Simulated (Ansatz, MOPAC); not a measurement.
Species: BO₂, net charge 0, doublet state. SMILES: [O]B=O

Atoms: O1, B2, O3. Bonds: O1-B2, B2-O3.

Bond lengths (Å) and angles (degrees) optimised at PM6 with MOPAC; PM7 with MOPAC; MNDO with MOPAC; HF/6-31G* with Ansatz (a program for electronic structure), each started from the B3LYP-D3(BJ)/def2-TZVP structure (Ansatz) of the last column. A row stands for all coordinates that are equal there. 6-31G* holds six Cartesian d functions. At PM6 the structure is a saddle point. At PM7 the structure is a saddle point. At HF/6-31G* the structure is a saddle point. No wavenumbers were computed at MNDO, so these may be saddle points.

```csv
coordinate,PM6,PM7,MNDO,HF/6-31G*,B3LYP-D3(BJ)/def2-TZVP
O1-B2,1.267,1.261,1.241,1.253,1.261
O1-B2-O3,180.0,180.0,180.0,180.0,180.0
```

Mean signed difference of all 2 bond lengths from B3LYP-D3(BJ)/def2-TZVP: PM6 0.006 Å, PM7 -0.001 Å, MNDO -0.020 Å, HF/6-31G* -0.008 Å.
